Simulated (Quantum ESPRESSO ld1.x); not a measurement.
Results of a calculation; reference values are marked as such.
One sound ld1.x (Quantum ESPRESSO 7.5) input for the niobium ion Nb2+ gives E = -3818.853 hartree in 26 iterations:

```
 &input
    zed=41.0,
    iswitch=1,
    rel=1,
    dft='PBE',
    config='[Kr] 4d3',
    prefix='ld1',
    max_out_wfc=37,
    file_charge='ld1.rho',
 /
```

Changed or added lines, one case at a time, and what came of them:

- config='[Kr] 4d': refused. The program stops in el_config with "no occupancy field?": each term needs its occupation.
- ecut=1: refused. The program stops in ld1_readin with "reading input namelist": the namelist holds a keyword that &input does not know.
- config='[Kr] 4d3 5d-1': harmless. A negative occupation marks a state as unused; the result equals that of the sound run.
- noscf=.true.: ran as typed. With noscf the program prints the levels of a bare nucleus, with no screening and no total energy; they are not those of the atom.
- config='[Kr] 4d3 2d1': refused. The program stops in el_config with "main/angular quantum number mismatch": l must be smaller than n.
- rel=2 cau_fact=39.35: crashed. The program stops in dirsol with "no classical turning point found": with c below Z the Dirac equation of a point nucleus has no 1s solution.
- config='[Yb] 4d3': refused. The program stops in el_config with "wrong core: Yb": the cores known are He, Ne, Ar, Kr, Xe, Hg and Rn.
